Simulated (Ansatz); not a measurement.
A nudged elastic band was laid between two geometries of a periodic cell of 17 atoms, LiSi16 (host Si, host structure diamond, interstitial Li), cell charge +1.

Method: Ansatz, DFT LDA, scalar-relativistic, plane waves, PAW. Settings: PAW set soft_1, cutoff 420 eV, k mesh 2x2x2, gaussian smearing 0.02 eV, no spin polarisation.

```
movable images  : 7
climbing image  : yes
spring          : 5.0 eV/Å²
optimiser       : lbfgs
start path      : IDPP
force threshold : 0.05 eV/Å
iteration limit : 44
end points      : relaxed
```

Initial state:

```xyz
17
Lattice="0.0000 5.4300 5.4300 5.4300 0.0000 5.4300 5.4300 5.4300 0.0000" Properties=species:S:1:pos:R:3
Si 0.037 0.062 0.035
Si 1.403 1.389 1.402
Si 2.732 2.758 0.039
Si 4.086 4.139 1.420
Si 2.750 0.038 2.749
Si 4.099 1.387 4.098
Si 5.467 2.754 2.773
Si 6.833 4.121 4.100
Si 0.040 2.758 2.731
Si 1.422 4.139 4.085
Si 2.757 5.475 2.756
Si 4.091 6.808 4.089
Si 2.775 2.754 5.466
Si 4.102 4.121 6.832
Si 5.470 5.450 5.469
Si 6.852 6.804 6.850
Li 5.474 8.191 5.472
```

Final state:

```xyz
17
Lattice="0.0000 5.4300 5.4300 5.4300 0.0000 5.4300 5.4300 5.4300 0.0000" Properties=species:S:1:pos:R:3
Si 0.026 -0.027 0.025
Si 1.401 1.339 1.400
Si 2.757 2.671 0.029
Si 4.090 4.028 1.400
Si 2.782 -0.014 2.781
Si 4.123 1.306 4.122
Si 5.442 2.647 2.781
Si 6.821 4.038 4.132
Si 0.029 2.671 2.756
Si 1.401 4.028 4.089
Si 2.757 5.399 2.756
Si 4.101 6.757 4.100
Si 2.782 2.647 5.441
Si 4.133 4.038 6.820
Si 5.450 5.409 5.449
Si 6.821 6.726 6.820
Li 6.841 9.448 6.840
```

(1) Which bonds break or form, and what moves?

(2) Give the energies along the band, and the barrier.

(3) What is the geometry of the highest image?

Results:

(1) Contacts lost: Si3–Li17, Si9–Li17, Si12–Li17, Si15–Li17. Contacts made: Si5–Li17, Si8–Li17, Si14–Li17. The atom that moves furthest is Li17, by 2.31 Å.

(2) It converged. The highest image is number 4 of 0 to 8, 0.56 eV above the ends, which have the same energy within 2 meV. By the program's own check the climbing image is of a kind that is not told: the force calls were inconclusive, a negative curvature could not be distinguished from the path's own, the only one lies far off the path, or fixed occupations may fill a level only in part (lowest curvatures found: -2.21 and 0.89 eV/Å²). Limits of this set-up: PAW files made for another functional, charged cell in a uniform background, uncorrected.

```
image  path coordinate (Å)  energy (eV)  Si3–Li17 (Å)  Si9–Li17 (Å)  Si12–Li17 (Å)
    0                 0.00         0.00          2.74          2.74           2.39
    1                 0.32         0.06          2.87          2.87           2.51
    2                 0.63         0.24          3.06          3.06           2.75
    3                 0.95         0.46          3.28          3.28           3.06
    4                 1.26         0.56          3.52          3.52           3.37
    5                 1.59         0.46          3.78          3.78           3.70
    6                 1.91         0.23          4.05          4.05           4.05
    7                 2.24         0.05          4.31          4.31           4.41
    8                 2.56         0.00          4.47          4.47           4.66
```

(3) 
```xyz
17
Lattice="0.0000 5.4300 5.4300 5.4300 0.0000 5.4300 5.4300 5.4300 0.0000" Properties=species:S:1:pos:R:3
Si -0.015 0.065 -0.016
Si 1.366 1.367 1.364
Si 2.745 2.746 0.069
Si 4.047 4.126 1.449
Si 2.664 -0.090 2.663
Si 4.009 1.256 4.008
Si 5.416 2.662 2.818
Si 6.796 4.042 4.120
Si 0.070 2.746 2.744
Si 1.451 4.127 4.045
Si 2.856 5.533 2.855
Si 4.201 6.877 4.200
Si 2.819 2.661 5.414
Si 4.121 4.042 6.794
Si 5.500 5.421 5.499
Si 6.880 6.723 6.879
Li 6.148 8.824 6.147
```

Run time: 9.8 min on 1 thread of AMD EPYC 7R43 64-Core Processor (Zen 3), with other jobs on the host, peak memory 0.93 GiB.
